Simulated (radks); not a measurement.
Q: Coherent X-ray form factor from a spherical all-electron density. All-electron calculation, non-relativistic Kohn-Sham, BLYP, spin-polarised, spherical densities, point nucleus. Program: a radial shooting solver on a logarithmic mesh with Libxc functionals.

sin(theta)/lambda (1/angstrom),f0 (electrons)
0.05,61.940
0.1,59.292
0.15,55.956
0.2,52.455
0.25,49.006
0.3,45.737
0.4,39.993
0.5,35.282
0.6,31.325
0.8,25.012
1,20.586
1.25,17.128
1.5,14.868
2,11.199

The species is in the configuration that NIST lists as its ground one. Which atom or ion scatters so?

A: The gadolinium ion Gd+, [Xe] 4f7 5d1 6s1. Extrapolating in s^2 from the first two rows gives f0(0) = 62.8, near the electron count 63; among species with that count, the fall with angle is slower the higher Z, and the table is that of Z = 64; from so few rows the species is fixed only to a neighbour or two.
